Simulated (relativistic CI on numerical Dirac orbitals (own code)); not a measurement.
**Ni²⁺ in a cubic cluster: 3s photoemission with charge transfer**

Computed with a charge-transfer multiplet model of a cubic metal-ligand cluster with up to 2 ligand holes, Slater and spin-orbit integrals from Dirac-Coulomb-Breit ions, Slater integrals scaled by 0.7. The parameters are those of a tetrahedral site (10Dq negative, t2 hopping the larger). The ground state mixes d8 with configurations of k ligand holes L, whose averages lie at kΔ + k(k − 1)U_dd/2; a core hole lowers each added d electron by U_cd. 20 K, Lorentzian 1.4 eV and Gaussian 0.8 eV FWHM.

Atomic integrals in eV (Slater integrals scaled, ζ unscaled), ground: F2dd 8.519, F4dd 5.287, zeta_d 0.080; with the core hole: F2dd 9.319, F4dd 5.820, zeta_d 0.091, G2cd 9.423.

Cluster parameters (eV): Δ = 2.2, U_dd = 7.9, U_cd = 9.6, 10Dq = -0.15, 10Dq(ligand) = 0, final-state hopping factor = 1.

```
                              Case   n_d    d8   d9L  d10L2     S
V(eg) = 0.42 eV, V(t2g) = -0.72 eV  8.07  0.93  0.07   0.00  1.00
V(eg) = 1.02 eV, V(t2g) = -1.74 eV  8.25  0.76  0.24   0.01  1.00
V(eg) = 1.32 eV, V(t2g) = -2.25 eV  8.32  0.69  0.30   0.01  1.00
V(eg) = 1.62 eV, V(t2g) = -2.76 eV  8.38  0.64  0.34   0.02  1.00
```

Weights, n_d and S are thermal averages at 20 K. Binding energies count from the first peak over 30 % of the highest in each spectrum, which can be another peak from case to case. The parameters are a model scan and need not match a compound or its usual spin state. Peaks in eV (height, largest 100):
- V(eg) = 0.42 eV, V(t2g) = -0.72 eV: -5.9 (23), 0.0 (100), 5.7 (52)
- V(eg) = 1.02 eV, V(t2g) = -1.74 eV: 0.0 (100), 5.0 (55), 8.5 (79), 13.8 (50)
- V(eg) = 1.32 eV, V(t2g) = -2.25 eV: 0.0 (100), 6.2 (50), 8.1 (39), 10.2 (40), 15.3 (30)
- V(eg) = 1.62 eV, V(t2g) = -2.76 eV: 0.0 (100), 7.3 (44), 9.2 (32), 11.8 (21), 16.7 (18)

Curve for V(eg) = 0.42 eV, V(t2g) = -0.72 eV (points under 2 left out, the grid thinned):

E (eV), Intensity and a bar:
```
     -9.2        2.1 
     -8.8        2.5 
     -8.4        3.1 
     -8.0        4.0 #
     -7.6        5.5 #
     -7.2        8.2 ##
     -6.8       12.8 ###
     -6.4       18.9 #####
     -6.0       23.0 ######
     -5.6       21.6 ######
     -5.2       16.8 #####
     -4.7       12.0 ###
     -4.3       10.8 ###
     -3.9       11.4 ###
     -3.5       12.7 ###
     -3.1       13.4 ###
     -2.7       14.0 ####
     -2.3       16.2 ####
     -1.9       21.2 ######
     -1.5       29.7 ########
     -1.1       42.9 #############
     -0.7       64.4 ###################
     -0.3       90.2 ###########################
      0.1       99.6 ##############################
      0.5       81.0 ########################
      0.9       52.9 ################
      1.3       32.7 #########
      1.7       21.5 ######
      2.1       15.6 ####
      2.5       12.5 ###
      2.9       11.0 ###
      3.3       10.8 ###
      3.7       11.9 ###
      4.2       16.1 ####
      4.6       23.5 #######
      5.0       35.8 ##########
      5.4       48.8 ##############
      5.8       50.7 ###############
      6.2       39.0 ###########
      6.6       24.8 #######
      7.0       15.4 ####
      7.4       10.1 ##
      7.8        7.1 ##
      8.2        5.3 #
      8.6        4.2 #
```

For the case V(eg) = 1.02 eV, V(t2g) = -1.74 eV, Δ = 2.2 eV is smaller than U_dd = 7.9 eV, the charge-transfer side of the Zaanen-Sawatzky-Allen scheme. With the core hole the average of the configuration with one ligand hole lies at Δ − U_cd = -7.4 eV before mixing: it lies below the unscreened one, so the lowest final states are mostly screened and the unscreened weight appears at higher binding energy as a satellite.

Without intra-shell correlation the exchange splitting of the 3s hole comes out too large.
